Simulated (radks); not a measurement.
Values are calculated unless marked as measured or tabulated.
Task: Coherent X-ray form factor from a spherical all-electron density. Level of theory: scalar-relativistic Kohn-Sham, SCAN, spin-polarised, spherical densities, finite nucleus; meta-GGA in the generalised Kohn-Sham scheme; Fermi nuclear charge, rms radius of each element as measured or else 0.836 A^(1/3) + 0.57 fm (a radial shooting solver on a logarithmic mesh with Libxc functionals).

| sin(theta)/lambda (1/angstrom) | f0 (electrons) |
|---|---|
| 0.05 | 79.174 |
| 0.1 | 76.875 |
| 0.15 | 73.542 |
| 0.2 | 69.674 |
| 0.25 | 65.676 |
| 0.3 | 61.795 |
| 0.4 | 54.797 |
| 0.5 | 48.922 |
| 0.6 | 44.021 |
| 0.8 | 36.273 |
| 1 | 30.209 |
| 1.25 | 24.255 |
| 1.5 | 19.981 |
| 2 | 15.240 |

The species is in the configuration that NIST lists as its ground one. Which atom or ion scatters so?

Result: The lead ion Pb2+, [Hg]. Extrapolating in s^2 from the first two rows gives f0(0) = 79.9, near the electron count 80; among species with that count, the fall with angle is slower the higher Z, and the table is that of Z = 82; from so few rows the species is fixed only to a neighbour or two.
